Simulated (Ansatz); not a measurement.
`BC[SiH](C)Cl` and `BC[SiH](F)Cl` differ in one atom or group.

Ansatz, PBE0-D4/def2-TZVP geometries, multiplicity 1. Each molecule was computed in one conformer, which needn't be the lowest.

| property | `BC[SiH](C)Cl` |
| --- | --- |
| LUMO energy (PBE/def2-TZVPP) / eV | -2.30 |
| HOMO energy (PBE/def2-TZVPP) / eV | -7.26 |
| HOMO–LUMO gap (PBE0/def2-TZVPP) / eV | 7.24 |
| size of the dipole moment (ωB97M-V/def2-TZVPP) / D | 2.50 |
| LUMO energy (PBE0/def2-TZVPP) / eV | -1.32 |
| HOMO energy (B3LYP/def2-TZVPP) / eV | -8.32 |

What does the change do to each property? (Best estimate.)

Computed: 
```csv
property,`BC[SiH](F)Cl`,shift
LUMO energy (PBE/def2-TZVPP) / eV,-2.71,-0.41
HOMO energy (PBE/def2-TZVPP) / eV,-7.72,-0.46
HOMO–LUMO gap (PBE0/def2-TZVPP) / eV,7.33,0.09
size of the dipole moment (ωB97M-V/def2-TZVPP) / D,1.50,-1.00
LUMO energy (PBE0/def2-TZVPP) / eV,-1.73,-0.41
HOMO energy (B3LYP/def2-TZVPP) / eV,-8.82,-0.50
```

With PBE0 the HOMO falls by 0.50 eV and the LUMO falls by 0.41 eV, so the gap widens by about 0.09 eV. PBE moves the HOMO by -0.46 eV and ωB97M-V by -0.51 eV. Dipoles are sizes alone; their direction can turn.

B3LYP here is the variant with VWN-RPA as its local correlation; programs differ in this.
